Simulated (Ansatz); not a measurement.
# Molecular dynamics of C2H7NOSi

Input:

```yaml
crystal:
  periodic: [false, false, false]
  atoms:
    - { symbol: "N", position_ang: [1.108977, -0.402941, 1.226791] }
    - { symbol: C, position_ang: [-0.228494, -0.695585, 0.715435] }
    - { symbol: O, position_ang: [-0.864615, -1.706579, 1.462852] }
    - { symbol: C, position_ang: [-0.874833, -0.065351, -0.285227] }
    - { symbol: Si, position_ang: [-0.18311, 1.204972, -1.420156] }
    - { symbol: H, position_ang: [1.534782, 0.336438, 0.616103] }
    - { symbol: H, position_ang: [1.710142, -1.255629, 1.078754] }
    - { symbol: H, position_ang: [-0.245703, -1.78947, 2.268975] }
    - { symbol: H, position_ang: [-1.919011, -0.355724, -0.414593] }
    - { symbol: H, position_ang: [-0.481506, 0.875753, -2.794781] }
    - { symbol: H, position_ang: [1.252536, 1.285087, -1.272285] }
    - { symbol: H, position_ang: [-0.732265, 2.513929, -1.147668] }
basis:
  gaussian: { orbitals: STO-3G }
hamiltonian:
  xc: pbe0
md:
  timestep: 0.5
  n_steps: 250
  ensemble: nvt_nose_hoover
  temperature: 400.0
  initial_velocities: maxwell_boltzmann
  seed: 418296
scf:
  lower_state_search: "off"
```

Run as:

```bash
$ ansatz run input.yaml --threads 1 --pin off --max-ram 2048MiB --backend cpu --events-out ev --progress --plain --runs-dir out
```

It starts from a relaxed structure.

Output, in part (one step line in 9, the closing report, with atoms numbered from 0):

```
md step     0: t =     0.00 fs  T =   400.0 K  F+E_penalty+E_count = -13427.31429729 eV  E_kin = 0.517040 eV  conserved = -13426.79725729 eV  (13 SCF iters)
md step     9: t =     4.50 fs  T =   261.8 K  F+E_penalty+E_count = -13427.13460922 eV  E_kin = 0.338418 eV  conserved = -13426.79629285 eV  (19 SCF iters)
md step    18: t =     9.00 fs  T =   190.2 K  F+E_penalty+E_count = -13427.04149673 eV  E_kin = 0.245811 eV  conserved = -13426.79623635 eV  (19 SCF iters)
md step    27: t =    13.50 fs  T =   218.5 K  F+E_penalty+E_count = -13427.07728059 eV  E_kin = 0.282442 eV  conserved = -13426.79638525 eV  (21 SCF iters)
md step    36: t =    18.00 fs  T =   218.4 K  F+E_penalty+E_count = -13427.07589151 eV  E_kin = 0.282345 eV  conserved = -13426.79658886 eV  (20 SCF iters)
md step    45: t =    22.50 fs  T =   214.7 K  F+E_penalty+E_count = -13427.06835728 eV  E_kin = 0.277539 eV  conserved = -13426.79596446 eV  (21 SCF iters)
md step    54: t =    27.00 fs  T =   212.0 K  F+E_penalty+E_count = -13427.06222039 eV  E_kin = 0.273976 eV  conserved = -13426.79627254 eV  (19 SCF iters)
md step    63: t =    31.50 fs  T =   158.9 K  F+E_penalty+E_count = -13426.99068442 eV  E_kin = 0.205379 eV  conserved = -13426.79603970 eV  (20 SCF iters)
md step    72: t =    36.00 fs  T =   160.0 K  F+E_penalty+E_count = -13426.98948626 eV  E_kin = 0.206794 eV  conserved = -13426.79611225 eV  (19 SCF iters)
md step    81: t =    40.50 fs  T =   164.2 K  F+E_penalty+E_count = -13426.99040650 eV  E_kin = 0.212185 eV  conserved = -13426.79543320 eV  (21 SCF iters)
md step    90: t =    45.00 fs  T =   195.3 K  F+E_penalty+E_count = -13427.02603023 eV  E_kin = 0.252478 eV  conserved = -13426.79572516 eV  (21 SCF iters)
md step    99: t =    49.50 fs  T =   194.2 K  F+E_penalty+E_count = -13427.01885730 eV  E_kin = 0.250967 eV  conserved = -13426.79569864 eV  (21 SCF iters)
md step   108: t =    54.00 fs  T =   132.1 K  F+E_penalty+E_count = -13426.93281370 eV  E_kin = 0.170717 eV  conserved = -13426.79526089 eV  (19 SCF iters)
md step   117: t =    58.50 fs  T =   110.7 K  F+E_penalty+E_count = -13426.90009004 eV  E_kin = 0.143057 eV  conserved = -13426.79485310 eV  (20 SCF iters)
md step   126: t =    63.00 fs  T =   197.4 K  F+E_penalty+E_count = -13427.00578004 eV  E_kin = 0.255215 eV  conserved = -13426.79523655 eV  (19 SCF iters)
md step   135: t =    67.50 fs  T =   209.4 K  F+E_penalty+E_count = -13427.01256593 eV  E_kin = 0.270695 eV  conserved = -13426.79524744 eV  (20 SCF iters)
md step   144: t =    72.00 fs  T =   214.3 K  F+E_penalty+E_count = -13427.00855502 eV  E_kin = 0.276977 eV  conserved = -13426.79481307 eV  (19 SCF iters)
md step   153: t =    76.50 fs  T =   184.6 K  F+E_penalty+E_count = -13426.95991738 eV  E_kin = 0.238675 eV  conserved = -13426.79483401 eV  (21 SCF iters)
md step   162: t =    81.00 fs  T =   158.1 K  F+E_penalty+E_count = -13426.91694218 eV  E_kin = 0.204376 eV  conserved = -13426.79479174 eV  (20 SCF iters)
md step   171: t =    85.50 fs  T =   235.3 K  F+E_penalty+E_count = -13427.00791817 eV  E_kin = 0.304203 eV  conserved = -13426.79509485 eV  (20 SCF iters)
md step   180: t =    90.00 fs  T =   289.3 K  F+E_penalty+E_count = -13427.06296861 eV  E_kin = 0.373893 eV  conserved = -13426.79474946 eV  (20 SCF iters)
md step   189: t =    94.50 fs  T =   243.7 K  F+E_penalty+E_count = -13426.99021031 eV  E_kin = 0.315015 eV  conserved = -13426.79472804 eV  (21 SCF iters)
md step   198: t =    99.00 fs  T =   245.6 K  F+E_penalty+E_count = -13426.98136995 eV  E_kin = 0.317523 eV  conserved = -13426.79504577 eV  (20 SCF iters)
md step   207: t =   103.50 fs  T =   221.0 K  F+E_penalty+E_count = -13426.93830119 eV  E_kin = 0.285614 eV  conserved = -13426.79480295 eV  (21 SCF iters)
md step   216: t =   108.00 fs  T =   201.3 K  F+E_penalty+E_count = -13426.90257420 eV  E_kin = 0.260201 eV  conserved = -13426.79455051 eV  (19 SCF iters)
md step   225: t =   112.50 fs  T =   284.6 K  F+E_penalty+E_count = -13426.99969215 eV  E_kin = 0.367829 eV  conserved = -13426.79477226 eV  (19 SCF iters)
md step   234: t =   117.00 fs  T =   336.4 K  F+E_penalty+E_count = -13427.05406448 eV  E_kin = 0.434875 eV  conserved = -13426.79529859 eV  (20 SCF iters)
md step   243: t =   121.50 fs  T =   263.3 K  F+E_penalty+E_count = -13426.94791322 eV  E_kin = 0.340404 eV  conserved = -13426.79473612 eV  (20 SCF iters)
md step   250: t =   125.00 fs  T =   242.8 K  F+E_penalty+E_count = -13426.91335641 eV  E_kin = 0.313839 eV  conserved = -13426.79422014 eV  (20 SCF iters)
Total energy: -13426.91337421 eV, -493.4299654134 hartree
Atom 0 at     1.155152    -0.478280     1.003173 Å, force    -0.938118    -0.603185     0.624032 eV/Å
Atom 1 at    -0.276193    -0.651784     0.686932 Å, force    -0.396622    -1.450498     1.151706 eV/Å
Atom 2 at    -0.876436    -1.603658     1.595478 Å, force    -1.681415     2.056607    -1.826676 eV/Å
Atom 3 at    -0.967361    -0.104822    -0.343099 Å, force     1.632791    -0.587246     0.508311 eV/Å
Atom 4 at    -0.133431     1.157691    -1.374561 Å, force     0.421058    -0.148942    -0.618036 eV/Å
Atom 5 at     1.226617    -0.191455     2.026899 Å, force    -0.067159    -0.063278    -0.586621 eV/Å
Atom 6 at     1.468303     0.338558     0.453377 Å, force     0.513609     0.613362    -0.263214 eV/Å
Atom 7 at    -0.099304    -2.077629     1.958505 Å, force     1.942452    -0.921649     0.776161 eV/Å
Atom 8 at    -1.984797    -0.429451    -0.518601 Å, force    -0.254672    -0.077549    -0.021592 eV/Å
Atom 9 at     0.314958     0.867602    -2.746299 Å, force    -0.678173    -0.166960     0.532242 eV/Å
Atom 10 at     1.104359     1.582973    -0.762410 Å, force    -0.127164     0.153290     0.238167 eV/Å
Atom 11 at    -1.078439     2.198860    -1.315811 Å, force    -0.366586     1.196047    -0.514480 eV/Å
Dipole moment:     0.246497     0.160363     0.169583 e Å
```

All steps were run. The conserved energy stayed within 0.26 meV per atom of its start (net change 0.25 meV per atom), so the integration is sound. The mean temperature of the second half is 38 % below the set value. A run of 0.12 ps of so small a system gives no equilibrium averages. Limits of this set-up: minimal basis.

The same pairs are bonded in the first frame and the last. Pairs count as bonded within 1.25 times the sum of covalent radii (0.12 Å more for H–H).

Last frame:

```xyz
12
Properties=species:S:1:pos:R:3
N 1.155 -0.478 1.003
C -0.276 -0.652 0.687
O -0.876 -1.604 1.595
C -0.967 -0.105 -0.343
Si -0.133 1.158 -1.375
H 1.227 -0.192 2.027
H 1.468 0.339 0.453
H -0.099 -2.078 1.958
H -1.985 -0.429 -0.519
H 0.315 0.868 -2.746
H 1.104 1.583 -0.762
H -1.078 2.199 -1.316
```

The run took 6.1 min on 1 thread of Arm Neoverse V2, with other jobs on the host, peak memory 0.089 GiB.
